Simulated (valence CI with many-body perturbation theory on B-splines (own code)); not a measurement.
Energy levels of Co XXIII

Calculated by relativistic CI+MBPT: three valence electrons over a frozen Dirac-Fock core [He], radial functions for each j: 11 s, 11 p, 10 d, 8 f, 5 g, 2 h, with the one-electron correlation potential Σ1, the two-electron term Σ2, the three-electron term Σ3, Breit, model QED; selected CI, second order for the rest, scaled by the run's own slope (own B-spline code, finite nucleus).

No measured spectrum was set against this ion. As an estimate, levels of excited configurations hold to 0.05 to 0.15 % of their energy, terms of the ground configuration to about 0.5 %.

Levels 91 to 135 of 205, with energies above the lowest level, 2s2 2p 2P°_1/2. "Leading %" is the weight of the configuration and term that name the level; weights of strongly mixed levels are sums over their largest components and can fall short, so below about 35 % the name and the second component can differ from the true leading terms, or belong to a minority configuration. In the jj column 3d3/2^4 stands for four electrons in 3d with j = 3/2.

| No. | Configuration | Term | J | E (Ry) | Leading % | g | Second component | Leading jj |
| --- | --- | --- | --- | --- | --- | --- | --- | --- |
| 91 | 2p2 3d | 2P | 3/2 | 94.17 | 45 | 1.065 | 26 % 2p2 3d 4F | 2p1/2 2p3/2 3d3/2 (90 %) |
| 92 | 2p2 3d | 4F | 7/2 | 94.18 | 75 | 1.269 | 21 % 2p2 3d 4D | 2p1/2 2p3/2 3d5/2 (88 %) |
| 93 | 2p2 3d | 2F | 5/2 | 94.22 | 47 | 1.015 | 36 % 2p2 3d 4F | 2p1/2 2p3/2 3d3/2 (83 %) |
| 94 | 2p2 3d | 4D | 1/2 | 94.27 | 82 | 0.168 | 14 % 2p2 3d 2P | 2p1/2 2p3/2 3d3/2 (99 %) |
| 95 | 2p2 3d | 2F | 7/2 | 94.51 | 42 | 1.232 | 36 % 2p2 3d 4D | 2p1/2 2p3/2 3d3/2 (57 %) |
| 96 | 2p2 3d | 4F | 9/2 | 94.56 | 78 | 1.282 | 22 % 2p2 3d 2G | 2p1/2 2p3/2 3d5/2 (79 %) |
| 97 | 2p2 3p | 2D° | 5/2 | 94.57 | 44 | 1.102 | 41 % 2p2 3p 2F° | 2p3/2^2 3p3/2 (76 %) |
| 98 | 2p2 3d | 4D | 3/2 | 94.57 | 48 | 1.247 | 32 % 2p2 3d 2P | 2p1/2 2p3/2 3d5/2 (81 %) |
| 99 | 2p2 3d | 2F | 5/2 | 94.58 | 42 | 1.195 | 29 % 2p2 3d 4P | 2p1/2 2p3/2 3d5/2 (90 %) |
| 100 | 2p2 3p | 2F° | 7/2 | 94.70 | 74 | 1.206 | 23 % 2p2 3p 4D° | 2p3/2^2 3p3/2 (79 %) |
| 101 | 2p2 3p | 2D° | 3/2 | 94.79 | 57 | 1.110 | 23 % 2p2 3p 2P° | 2p3/2^2 3p1/2 (68 %) |
| 102 | 2p2 3p | 2D° | 5/2 | 94.93 | 82 | 1.188 | 9 % 2p2 3p 2F° | 2p3/2^2 3p1/2 (66 %) |
| 103 | 2p2 3s | 2S | 1/2 | 94.98 | 64 | 1.889 | 11 % 2p2 3d 2S | 2p3/2^2 3s (64 %) |
| 104 | 2p2 3d | 4P | 5/2 | 94.98 | 43 | 1.415 | 32 % 2p2 3d 4D | 2p1/2 2p3/2 3d5/2 (42 %) |
| 105 | 2p2 3p | 2P° | 1/2 | 95.04 | 93 | 0.742 |  | 2p1/2 2p3/2 3p3/2 (55 %) |
| 106 | 2p2 3d | 4P | 3/2 | 95.11 | 70 | 1.557 | 12 % 2p2 3d 2P | 2p1/2 2p3/2 3d3/2 (66 %) |
| 107 | 2p2 3d | 4P | 1/2 | 95.21 | 64 | 2.251 | 15 % 2p2 3s 2S | 2p1/2 2p3/2 3d3/2 (46 %) |
| 108 | 2p2 3d | 2P | 1/2 | 95.25 | 69 | 0.884 | 13 % 2p2 3d 4D | 2p1/2 2p3/2 3d5/2 (28 %) |
| 109 | 2p2 3d | 2G | 7/2 | 95.28 | 35 | 1.129 | 33 % 2p2 3d 2F | 2p1/2 2p3/2 3d5/2 (43 %) |
| 110 | 2p2 3d | 2D | 5/2 | 95.55 | 69 | 1.104 | 28 % 2p2 3d 2F | 2p1/2 2p3/2 3d5/2 (45 %) |
| 111 | 2p2 3d | 2D | 3/2 | 95.60 | 85 | 0.846 | 9 % 2p2 3d 2P | 2p1/2 2p3/2 3d5/2 (81 %) |
| 112 | 2p2 3p | 2P° | 3/2 | 95.80 | 71 | 1.258 | 15 % 2p2 3p 2D° | 2p3/2^2 3p3/2 (89 %) |
| 113 | 2p2 3d | 2F | 7/2 | 95.93 | 49 | 1.100 | 34 % 2p2 3d 2G | 2p3/2^2 3d5/2 (73 %) |
| 114 | 2p2 3d | 2G | 9/2 | 96.09 | 78 | 1.157 | 22 % 2p2 3d 4F | 2p3/2^2 3d5/2 (79 %) |
| 115 | 2p2 3d | 2D | 3/2 | 96.34 | 75 | 0.930 | 8 % 2p2 3d 2P | 2p3/2^2 3d3/2 (75 %) |
| 116 | 2p2 3d | 2D | 5/2 | 96.37 | 51 | 1.154 | 22 % 2p2 3d 2F | 2p3/2^2 3d3/2 (60 %) |
| 117 | 2p2 3d | 2P | 1/2 | 96.54 | 87 | 0.779 | 4 % 2p2 3d 4P | 2p3/2^2 3d3/2 (32 %) |
| 118 | 2p2 3d | 2F | 7/2 | 96.56 | 72 | 1.099 | 20 % 2p2 3d 2G | 2p3/2^2 3d3/2 (76 %) |
| 119 | 2p2 3p | 2P° | 1/2 | 96.75 | 91 | 0.665 |  | 2p3/2^2 3p1/2 (84 %) |
| 120 | 2p2 3d | 2S | 1/2 | 96.95 | 78 | 2.008 | 12 % 2p2 3d 4P | 2p3/2^2 3d3/2 (37 %) |
| 121 | 2p2 3p | 2P° | 3/2 | 96.97 | 86 | 1.325 |  | 2p3/2^2 3p3/2 (84 %) |
| 122 | 2p2 3d | 2D | 5/2 | 96.98 | 58 | 1.073 | 38 % 2p2 3d 2F | 2p3/2^2 3d5/2 (76 %) |
| 123 | 2p2 3d | 2P | 3/2 | 97.00 | 78 | 1.298 | 8 % 2p2 3d 2D | 2p3/2^2 3d5/2 (77 %) |
| 124 | 2p2 3d | 2D | 5/2 | 98.42 | 87 | 1.192 |  | 2p3/2^2 3d5/2 (83 %) |
| 125 | 2p2 3d | 2D | 3/2 | 98.49 | 92 | 0.800 |  | 2p3/2^2 3d3/2 (84 %) |
| 126 | 2s2 4s | 2S | 1/2 | 109.20 | 95 | 2.001 |  | 2s^2 4s (95 %) |
| 127 | 2s2 4p | 2P° | 1/2 | 109.90 | 95 | 0.665 |  | 2s^2 4p1/2 (95 %) |
| 128 | 2s2 4p | 2P° | 3/2 | 110.05 | 95 | 1.333 |  | 2s^2 4p3/2 (95 %) |
| 129 | 2s2 4d | 2D | 3/2 | 110.63 | 96 | 0.799 |  | 2s^2 4d3/2 (96 %) |
| 130 | 2s2 4d | 2D | 5/2 | 110.67 | 96 | 1.200 |  | 2s^2 4d5/2 (96 %) |
| 131 | 2s2 4f | 2F° | 5/2 | 111.01 | 96 | 0.856 | 4 % 2p2 4f 2F° | 2s^2 4f5/2 (96 %) |
| 132 | 2s2 4f | 2F° | 7/2 | 111.03 | 96 | 1.142 | 4 % 2p2 4f 2F° | 2s^2 4f7/2 (96 %) |
| 133 | 2s 2p 4s | 4P° | 1/2 | 112.56 | 87 | 2.420 | 12 % 2s 2p 4s 2P° | 2s 2p1/2 4s (98 %) |
| 134 | 2s 2p 4s | 4P° | 3/2 | 112.86 | 85 | 1.672 | 14 % 2s 2p 4s 2P° | 2s 2p1/2 4s (81 %) |
| 135 | 2s 2p 4s | 2P° | 1/2 | 113.04 | 88 | 0.887 | 11 % 2s 2p 4s 4P° | 2s 2p1/2 4s (82 %) |

Names give the largest LS component (configuration and term), which can be under half, so a name can repeat, a term be missing and a line seem to break the LS rules; names also repeat where a configuration has a term twice.

Where two levels of one J and parity lie close, their mixing, g and order are uncertain.
